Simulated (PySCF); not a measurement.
Be2H2, SMILES [BeH][BeH]. Atoms are numbered in the order given.

```xyz
4

H      0.0000     0.0000    -2.3969
Be     0.0000     0.0000    -1.0514
Be     0.0000     0.0000     1.0514
H      0.0000     0.0000     2.3969
```

The structure is a stationary point at PBE0-D3(BJ)/def2-TZVPD.

The numbers are results of B3LYP/pcSseg-2 (PySCF), not measurements.

GIAO shieldings, no solvent; atoms alike by connectivity are averaged. δ = σ(ref) − σ: ¹H against TMS (σ = 31.68 ppm), references at their B3LYP-D3(BJ)/def2-TZVP geometries, non-relativistic.

Computed chemical shifts:
```csv
nucleus,atoms,count,δ (ppm)
¹H,"H1, H4",2,3.21
```
